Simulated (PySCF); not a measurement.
C₈H₆FN.
SMILES with atom numbers: `[N:1]#[C:2][CH2:3][c:4]1[cH:5][cH:6][c:7]([F:8])[cH:9][cH:10]1` (hydrogens: H11, H12 on C3; H13 on C5; H14 on C6; H15 on C9; H16 on C10)

The same species was optimised twice, with GFN2-xTB and with PBE0-D3(BJ)/def2-SVP (PySCF), and the same property calculations (PySCF, gas phase) were run on both structures.

```csv
coordinate,GFN2-xTB,PBE0-D3(BJ)/def2-SVP,change
C7–F8 (Å),1.348,1.330,-0.018
C2–C3 (Å),1.445,1.461,+0.016
N1≡C2 (Å),1.142,1.157,+0.015
C9–C10 (Å),1.383,1.392,+0.009
C5–C6 (Å),1.383,1.392,+0.009
C4–C5 (Å),1.389,1.398,+0.009
C4–C10 (Å),1.389,1.398,+0.009
C7–C9 (Å),1.383,1.390,+0.007
C6–C7 (Å),1.383,1.390,+0.007
C3–C4 (Å),1.510,1.513,+0.003
C2–C3–C4 (°),109.2,112.7,+3.5
C5–C4–C10 (°),119.5,118.9,-0.6
N1–C2–C3 (°),179.0,179.4,+0.4
C3–C4–C5 (°),120.2,120.6,+0.4
C6–C7–C9 (°),121.9,121.5,-0.4
C4–C5–C6 (°),120.6,120.9,+0.3
C4–C10–C9 (°),120.6,120.9,+0.3
C3–C4–C10 (°),120.2,120.5,+0.3
C2–C3–C4–C5 (°),89,90,+1
```

Rotational constants: A = 3610, B = 718.1, C = 680.3 MHz (GFN2-xTB) against A = 3673, B = 693.7, C = 655.1 MHz (PBE0-D3(BJ)/def2-SVP). Point groups within 0.08 Å: Cs and Cs.

On the GFN2-xTB structure: HOMO (eV) -7.56 [PBE0/pcSseg-1]; LUMO (eV) -0.96 [PBE0/pcSseg-1]; dipole (D) 3.55 [PBE0/pcSseg-1]; GIAO shielding of N1 (ppm) -35.8 [PBE0/pcSseg-1]; GIAO shielding of C2 (ppm) 64.8 [PBE0/pcSseg-1]; GIAO shielding of C3 (ppm) 162.1 [PBE0/pcSseg-1]; GIAO shielding of C4 (ppm) 53.7 [PBE0/pcSseg-1]; GIAO shielding of C5/C10 (mean) (ppm) 50.2 [PBE0/pcSseg-1]; GIAO shielding of C6/C9 (mean) (ppm) 64.3 [PBE0/pcSseg-1]; GIAO shielding of C7 (ppm) 14.1 [PBE0/pcSseg-1]; GIAO shielding of F8 (ppm) 285.8 [PBE0/pcSseg-1].

What do these properties become on the PBE0-D3(BJ)/def2-SVP structure?

```
                                    property          level  on GFN2-xTB  on PBE0-D3(BJ)/def2-SVP  change
                                   HOMO (eV)  PBE0/pcSseg-1        -7.56                    -7.55   +0.01
                                   LUMO (eV)  PBE0/pcSseg-1        -0.96                    -1.00   -0.04
                                  dipole (D)  PBE0/pcSseg-1         3.55                     3.56   +0.01
energy, GFN2-xTB geometry as zero (kcal/mol)  PBE0/pcSseg-1          0.0                     -0.6    -0.6
                  GIAO shielding of N1 (ppm)  PBE0/pcSseg-1        -35.8                    -41.5    -5.7
                  GIAO shielding of C2 (ppm)  PBE0/pcSseg-1         64.8                     62.3    -2.5
                  GIAO shielding of C3 (ppm)  PBE0/pcSseg-1        162.1                    160.1    -2.0
                  GIAO shielding of C4 (ppm)  PBE0/pcSseg-1         53.7                     53.1    -0.6
       GIAO shielding of C5/C10 (mean) (ppm)  PBE0/pcSseg-1         50.2                     47.3    -2.9
        GIAO shielding of C6/C9 (mean) (ppm)  PBE0/pcSseg-1         64.3                     62.7    -1.6
                  GIAO shielding of C7 (ppm)  PBE0/pcSseg-1         14.1                     14.0    -0.1
                  GIAO shielding of F8 (ppm)  PBE0/pcSseg-1        285.8                    287.1    +1.3
```

The heavy atoms differ by 0.060 Å rms after alignment. Among bonds between heavy atoms C7–F8 changes most (-0.018 Å). Changes are differences of the printed values. Neither structure is proved a minimum here.

The values belong to the conformer `[N:1]#[C:2][CH2:3][c:4]1[cH:5][cH:6][c:7]([F:8])[cH:9][cH:10]1`: C2–C3–C4–C5 90°.
